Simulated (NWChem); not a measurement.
**Basis-set convergence for iodoethane (C2H5I)**

```xyz
8

C      2.4499     0.3888     0.0000
C      1.1211     1.1174     0.0000
I     -0.5996    -0.2481     0.0000
H      2.5683    -0.2454     0.8914
H      3.2687     1.1306     0.0000
H      2.5683    -0.2454    -0.8914
H      0.9742     1.7358     0.8942
H      0.9742     1.7358    -0.8942
```
Charge 0, spin multiplicity 1.

Everything below was run with NWChem. All single points use one geometry, from B3LYP/def2-SVP with def2 effective core potentials on I, held to Cs symmetry and with no frequency check, so it may be a saddle point.

Quantity: first vertical ionisation energy at the level G0W0@PBE0.

Effective core potentials replace the inner electrons of I; spin-orbit coupling is left out. GW and range-separated runs recompute their integrals, the others keep them in memory, which bears on the times.

Costs are rough ratios of processor time within this set of runs, SCF included, with def2-SVP as 1.

In def2-TZVPP the value is 9.17 eV. Among def2-SVP, def2-SVPD, def2-TZVP, def2-TZVPD, which is the smallest basis within 0.1 eV of it?

def2-TZVP, with 142 functions against 182 (also within reach: def2-TZVPD). def2-TZVPP isn't the basis-set limit itself, and a small set can land close by cancellation.

| basis | functions | first vertical ionisation energy (eV) | relative cost |
|---|---|---|---|
| def2-SVP | 79 | 8.83 | 1 |
| def2-SVPD | 115 | 8.81 | under 3 |
| def2-TZVP | 142 | 9.15 | 5 |
| def2-TZVPD | 178 | 9.14 | 8 |
| def2-TZVPP | 182 | 9.17 | 7 |
